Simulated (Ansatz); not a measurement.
Basis-set extrapolation for BClH7NSi2, SMILES `BN([SiH3])[SiH2]Cl` (PBE0-D4/def2-TZVP geometry, frozen core, the Gaussian-basis code of Ansatz). Multiplicity 1, RHF reference.

|  | def2-TZVPP | def2-QZVPP |
| --- | --- | --- |
| HF | -1120.775325 | -1120.810873 |
| MP2 correlation | -0.747211 | -0.806649 |
| CCSD(T) correlation | -0.845133 | not run |

Energies in hartree. Use E(X) = E(∞) + A·exp(−7.88·√X) for Hartree–Fock and E(X) = E(∞) + B·X^(−2.97) for correlation, with X = 3 and 4, and add CCSD(T) minus MP2 of the smaller set to the MP2 limit.

Q: What is the CCSD(T) energy at the basis-set limit?

A: HF limit: -1120.810873 + (-0.035548) × 0.13774 = -1120.81577. MP2 limit: -0.806649 + (-0.059438) × 0.74074 = -0.85068. Higher-order term: -0.845133 − (-0.747211) = -0.09792. Total: -1121.76437 hartree, 3.92 eV below CCSD(T)/def2-TZVPP.
